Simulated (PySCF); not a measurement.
**Electronic structure of P²⁺ (phosphorus, charge +2) at the UHF level**

Configuration: [Ne] 3s2 3p1, 2P determinant. All numbers are calculated (PySCF 2.14, scalar relativity by spin-free X2C-1e, in cc-pVDZ-DK).

```
Total energy                                                  : -340.454370 hartree
One-electron energy                                           : -460.1574 hartree
Hartree (Coulomb) energy                                      : 141.8127 hartree
Exchange energy                                               : -22.1096 hartree
⟨S²⟩                                                          : 0.7605
⟨L²⟩                                                          : 2.031
Sum of ⟨r⟩                                                    : 9.662 bohr
Sum of ⟨r²⟩                                                   : 14.23 bohr²
Traceless quadrupole moment −½Σ⟨3z² − r²⟩ along its main axis : -1.88 e·bohr²
Langevin diamagnetic susceptibility                           : -11.3 ×10⁻⁶ cm³/mol
Time after the integrals                                      : 0.04 s of wall time on 1 thread of Neoverse-V2 (shared host)
```

```csv
shell,electrons,mean orbital energy (eV),spread (eV),"rms radius, mean of both spins (bohr)"
1s α,1,-2207.3,0,0.120
1s β,1,-2207.0,0,0.120
2s α,1,-229.71,0,0.559
2s β,1,-229.43,0,0.559
2p α,3,-171.29,0.465,0.539
2p β,3,-170.79,0.648,0.539
3s α,1,-40.162,0,1.90
3s β,1,-37.170,0,1.90
3p α,1,-29.898,0,2.15
```

Densities and radii are taken from the X2C orbitals without a picture-change correction, which distorts them close to the nucleus.
